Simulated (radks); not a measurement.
Values are calculated unless marked as measured or tabulated.
Question: Al II, 12 electrons, occupied as [Ne] 3s2. Code: a radial shooting solver on a logarithmic mesh with Libxc functionals. Model: scalar-relativistic Kohn-Sham, exchange-only PBE, spin-polarised, spherical densities, finite nucleus; Fermi nuclear charge, rms radius 3.061 fm. Some entries of the table are withheld. Estimate them.

| orbital | occ. | eigenvalue (Ry) | r(max) (bohr) |
|---|---|---|---|
| 1s | 2 | (1) | (2) |
| 2s | 2 | -8.46431 | 0.4963 |
| 2p | 6 | -5.64357 | 0.4278 |
| 3s | 2 | (3) | 2.005 |

Answer: 
(1) 1s eigenvalue (Ry): -111.6544
(2) 1s r(max) (bohr): 0.07835
(3) 3s eigenvalue (Ry): -1.03087
